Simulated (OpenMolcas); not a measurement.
# 5d⁴ along the 72-electron sequence

```json
{
  "Program": "OpenMolcas 26.06",
  "Method": "CASSCF",
  "Basis": "ANO-R3",
  "Scalar Hamiltonian": "X2C, finite nucleus",
  "Spin-orbit coupling": "state interaction with AMFI integrals over the reference wave functions, term energies averaged over their components"
}
```

Active space for each ion: 4 electrons in 5 orbitals (5d).

Computed levels in cm-1 above ⁵D₀:

```json
{"Level": "⁵D₁", "Os4+": "3578", "Ir5+": "4927", "Pt6+": "6509", "Au7+": "8393"}
{"Level": "⁵D₂", "Os4+": "7132", "Ir5+": "9442", "Pt6+": "12065", "Au7+": "15100"}
{"Level": "⁵D₃", "Os4+": "10206", "Ir5+": "13109", "Pt6+": "16312", "Au7+": "19917"}
{"Level": "⁵D₄", "Os4+": "12664", "Ir5+": "15733", "Pt6+": "18941", "Au7+": "22353"}
{"Level": "³H₄", "Os4+": "22222", "Ir5+": "25547", "Pt6+": "29236", "Au7+": "33475"}
{"Level": "³G₃", "Os4+": "26886", "Ir5+": "30754", "Pt6+": "34851", "Au7+": "39337"}
{"Level": "³H₅", "Os4+": "27333", "Ir5+": "31760", "Pt6+": "36474", "Au7+": "41644"}
{"Level": "³P₁(1)", "Os4+": "28088", "Ir5+": "32670", "Pt6+": "37563", "Au7+": "42941"}
{"Level": "³F₂(1)", "Os4+": "28147", "Ir5+": "32131", "Pt6+": "36286", "Au7+": "40762"}
{"Level": "weight of ⁵D in the lowest level (%)", "Os4+": "74", "Ir5+": "68", "Pt6+": "64", "Au7+": "59"}
```

Mixed levels, with the weight of the term that names them: Os4+ ⁵D₀ (74 %), Os4+ ³H₄ (61 %), Os4+ ³G₃ (62 %), Ir5+ ⁵D₀ (68 %), Ir5+ ⁵D₄ (72 %), Ir5+ ³H₄ (59 %), Ir5+ ³G₃ (63 %), Ir5+ ³F₂(1) (71 %), Pt6+ ⁵D₀ (64 %), Pt6+ ⁵D₄ (64 %), Pt6+ ³H₄ (56 %), Pt6+ ³G₃ (63 %), Pt6+ ³F₂(1) (66 %), Au7+ ⁵D₀ (59 %), Au7+ ⁵D₄ (55 %), Au7+ ³H₄ (54 %), Au7+ ³G₃ (63 %), Au7+ ³P₁(1) (72 %), Au7+ ³F₂(1) (62 %).

Measured, with the error of the calculation in %. Measured levels: Os4+ from the list in Palmeri et al., Atoms 14, 22 (2026).

```tsv
Level	Os4+
⁵D₁	4311 (-17.0)
⁵D₂	8083 (-11.8)
⁵D₃	11018 (-7.4)
⁵D₄	12966 (-2.3)
³H₄	20374 (+9.1)
³G₃	23942 (+12.3)
³H₅	25344 (+7.8)
³P₁(1)	24680 (+13.8)
```

The fine-structure level ⁵D₄ changes by a factor of 1.77 from Os4+ to Au7+. Its fourth root runs 10.61, 11.20, 11.73, 12.23, with steps per unit of Z of 0.59, 0.53, 0.50; equal steps would mean a (Z - σ)^4 law with constant σ.

³H₄ changes by a factor of 1.51 over the same range, with steps per unit of Z of +3320, +3690, +4240 cm-1.

Without dynamic correlation excited terms often stand tens of per cent too high (terms of higher spin than the ground term too low), and those without a measured partner can miss by more than the paired ones. Computed and measured levels are paired by configuration, term and J; levels that our copy of the source lacks, or whose pairing is in doubt (as where it misses far off the trend of its configuration), stay unpaired and out of the deviations. Only configurations of the active space appear.

A number in round brackets counts repeated terms of one configuration in the order of the reference energies.
